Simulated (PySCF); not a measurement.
## Stationary points of CrOF₄

All numbers come from PySCF, PBE, basis Cr def2-SVP, O def2-SVP, F def2-SVP (no relativity, density fitting).

Relaxations began from a few typed shapes. The search is not exhaustive: other isomers or separated fragments can lie lower, and high-lying points may rest on an excited occupation.

(1) Which is the lowest minimum found?
A. singlet C4v: Cr–F 1.732 Å (×4), Cr–O 1.537 Å; F–Cr–F 86.3° (×4), F–Cr–F 150.5° (×2), F–Cr–O 104.7° (×4)
B. singlet C4v: Cr–F 1.732 Å (×4), Cr–O 1.537 Å; F–Cr–F 86.3° (×4), F–Cr–F 150.4° (×2), F–Cr–O 104.8° (×4)
C. singlet C3v: Cr–F 1.709 Å (×3), Cr–F 1.800 Å, Cr–O 1.572 Å; F–Cr–F 86.1° (×3), F–Cr–F 119.5° (×3), F–Cr–O 93.9° (×3), F–Cr–O 180.0°

Results:

(1) B. The others lie at 0.5 (singlet C4v), 73.9 (singlet C3v) kJ/mol above it.

Formally Cr is in oxidation state +6, d0. The polar-tensor charge on Cr, 2.06, is far below the formal one.
